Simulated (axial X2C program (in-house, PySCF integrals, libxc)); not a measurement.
## H₂: one setting changed

Calculated with an in-house all-electron X2C program for linear molecules (integrals from PySCF), spin-free (one-electron X2C) or two-component (2c: spin–orbit coupling with atomic mean-field Coulomb and Gaunt terms, which also bring small scalar terms), in Dyall basis sets with cores contracted in-house; open shells are unrestricted.

Basis sets: H dyall-v3z. Frozen shells (counts by l): H₂ H none, 2 electrons correlated. Where the outer core of a metal is frozen, bonds come out longer and ionisation energies lower.

Standard run:

| Hamiltonian | level | state | Re (Å) | ωe (cm⁻¹) | De (eV) |
| --- | --- | --- | --- | --- | --- |
| spin-free | PBE0 | M_S = 0, Λ = 0 | 0.745 | 4406.6 | 4.53 |
| spin-free | HF | M_S = 0, Λ = 0 | 0.734 | 4585.2 | 3.63 |
| spin-free | MP2 | M_S = 0, Λ = 0 | 0.737 | 4512.7 | 4.49 |
| spin-free | LDA | M_S = 0, Λ = 0 | 0.766 | 4181.3 | 4.91 |
| 2c | PBE0 | Ω = 0 | 0.745 | 4406.6 | 4.53 |
| 2c | HF | Ω = 0 | 0.734 | 4585.2 | 3.63 |
| 2c | MP2 | Ω = 0 | 0.737 | 4512.7 | 4.49 |
| 2c | LDA | Ω = 0 | 0.766 | 4181.3 | 4.91 |

The run was repeated with integration grid too coarse (nrad = 30, standard 100, nth = 14, standard 30):

```
Hamiltonian  level           state  Re (Å)  ωe (cm⁻¹)  De (eV)  points converged
  spin-free   PBE0  M_S = 0, Λ = 0   0.745     4417.9     4.53                10
  spin-free     HF  M_S = 0, Λ = 0   0.734     4585.2     3.63                10
  spin-free    MP2  M_S = 0, Λ = 0   0.737     4512.7     4.49                10
  spin-free    LDA  M_S = 0, Λ = 0   0.765     4178.5     4.91                10
         2c   PBE0           Ω = 0   0.745     4417.9     4.53                10
         2c     HF           Ω = 0   0.734     4585.2     3.63                10
         2c    MP2           Ω = 0   0.737     4512.7     4.49                10
         2c    LDA           Ω = 0   0.765     4178.5     4.91                10
```

These are results of a setting spoiled on purpose, not properties of the molecule.

Q: How far did the change move Re and ωe against the standard run?

A: PBE0 spin-free: ΔRe 0.000 Å, Δωe 11.3 cm⁻¹; HF spin-free: ΔRe 0.000 Å, Δωe 0.0 cm⁻¹; MP2 spin-free: ΔRe 0.000 Å, Δωe 0.0 cm⁻¹; LDA spin-free: ΔRe -0.001 Å, Δωe -2.8 cm⁻¹; PBE0 2c: ΔRe 0.000 Å, Δωe 11.3 cm⁻¹; HF 2c: ΔRe 0.000 Å, Δωe 0.0 cm⁻¹; MP2 2c: ΔRe 0.000 Å, Δωe 0.0 cm⁻¹; LDA 2c: ΔRe -0.001 Å, Δωe -2.8 cm⁻¹.

Each entry is the lowest single determinant of a limited PBE0 search at one distance. De goes to single-determinant-based atoms at the same level (for ions the charge split of lowest energy) and is withheld (n/a) where an atom does not fit its ground term or J level. Main or longest-lived isotopes.
